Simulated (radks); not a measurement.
Values are calculated unless marked as measured or tabulated.
The mean radii <r> (bohr) of the occupied orbitals of an atom or ion are listed with their occupations. Code: a radial shooting solver on a logarithmic mesh with Libxc functionals. Model: Dirac Kohn-Sham, BLYP, spin-unpolarised, spherical densities, finite nucleus; Fermi nuclear charge, rms radius of each element as measured or else 0.836 A^(1/3) + 0.57 fm.

| orbital | occ. | <r> |
|---|---|---|
| 1s1/2 | 2 | 0.01835 |
| 2s1/2 | 2 | 0.07695 |
| 2p1/2 | 2 | 0.06365 |
| 2p3/2 | 4 | 0.07160 |
| 3s1/2 | 2 | 0.2006 |
| 3p1/2 | 2 | 0.1905 |
| 3p3/2 | 4 | 0.2053 |
| 3d3/2 | 4 | 0.1796 |
| 3d5/2 | 6 | 0.1842 |
| 4s1/2 | 2 | 0.4495 |
| 4p1/2 | 2 | 0.4546 |
| 4p3/2 | 4 | 0.4879 |
| 4d3/2 | 4 | 0.5046 |
| 4d5/2 | 6 | 0.5160 |
| 5s1/2 | 2 | 1.044 |
| 5p1/2 | 2 | 1.130 |
| 5p3/2 | 3 | 1.212 |
| 4f5/2 | 6 | 0.5939 |
| 4f7/2 | 8 | 0.6024 |
| 5d3/2 | 1 | 1.504 |

Name the element and its charge.

Answer. Z = 74, tungsten, charge +6: W6+ in [Kr] 4d10 4f14 5s2 5p(1/2: 2, 3/2: 3) 5d(3/2: 1, 5/2: 0). The 1s radius gives Z: for a bare nucleus <r> = (2 gamma + 1)/(2Z) with gamma = sqrt(1 - (Z/c)^2), 0.01813 bohr for Z = 74, and screening makes it slightly larger (0.01835 here). The occupations add up to 68, and the charge is Z minus that.
